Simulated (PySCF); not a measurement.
Predicted microwave data (PBE0-D3(BJ)/def2-SVP geometry optimisation, gas phase in PySCF 2.14.0) for one isomer of CH4BFO:

| Property | Result |
| --- | --- |
| Rotational constants | A = 18692, B = 6389, C = 4915 MHz |
| Dipole components | \|μa\| = 0.94 D, \|μb\| = 1.36 D, \|μc\| = 0.00 D |
| Inertial defect | -3.30 u·Å² |
| κ | -0.79 |

Question: Which structure is it? (One computed conformer of each.)
A. `[CH3:1][O:2][BH:3][F:4]` with C1–O2–B3–F4 1°
B. `[BH2:1][O:2][CH2:3][F:4]` with H–B1–O2–C3 180° and 0°, B1–O2–C3–F4 1°

Answer: B. It is BOCF, an asymmetric top, point group Cs. The candidates at the same level (rigid rotor, commonest isotopes):

```json
{"SMILES": "BOCF", "A (MHz)": "18692", "B (MHz)": "6389", "C (MHz)": "4915", "μa (D)": "0.94", "μb (D)": "1.36", "μc (D)": "0.00", "Δ (u·Å²)": "-3.30", "point group": "Cs", "rotor": "asymmetric top"}
{"SMILES": "COBF", "A (MHz)": "19030", "B (MHz)": "5998", "C (MHz)": "4697", "μa (D)": "1.31", "μb (D)": "0.87", "μc (D)": "0.01", "Δ (u·Å²)": "-3.21", "point group": "near Cs", "rotor": "asymmetric top"}
```

`COBF` has B 6 % too low. In the right answer the mirror of this Cs structure is the ab plane, so μc vanishes by symmetry (the 0.02 D computed is a residue). No structure here is proved a minimum.
